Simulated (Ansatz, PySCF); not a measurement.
**A small calculation by hand: transport gap, exciton binding and injection barriers**

cyclopenta-2,4-dien-1-one (C5H4O), SMILES O=C1C=CC=C1.

Geometry: PBE0-D3(BJ)/def2-SVP.

Gas-phase, vertical values: ionisation energy 9.25 eV and electron affinity 0.98 eV from ΔSCF with PBE/def2-SVPD (Ansatz, a program for electronic structure); S1 2.38 eV and T1 1.79 eV from TDA-PBE/def2-SVPD (PySCF). Assume, for the exercise, a film of permittivity 3.5, a cavity radius of 5.0 Å and electrodes of work function 4.7 eV (anode) and 3.6 eV (cathode), with aligned vacuum levels.

Question: Work out the fundamental gap and exciton binding energy in the gas phase, the levels in the film by Born's model, the injection barriers and the thermal weight of S1 against T1 at 298 K.

Answer: 
Fundamental gap IE − EA = 8.27 eV; exciton binding = gap − S1 = 5.89 eV.
Born polarisation P = (14.3996 eV Å / 2r)(1 − 1/ε) = 1.03 eV. Film: IE = 8.22 eV, EA = 2.01 eV, transport gap 6.21 eV; with S1 unchanged the binding falls to 3.83 eV.
Hole barrier IE − Φ(anode) = 3.52 eV; electron barrier Φ(cathode) − EA = 1.59 eV (a negative value means no barrier, and the level would pin).
ΔE(ST) = S1 − T1 = 0.59 eV, and the triplet has three sublevels, so the ratio S1/T1 is (1/3) exp(−ΔE/kT) = 3.5e-11 with kT = 0.02569 eV: too wide a gap for thermal return to the singlet. All inputs carry the errors of their functional, and relaxed states would shift them.
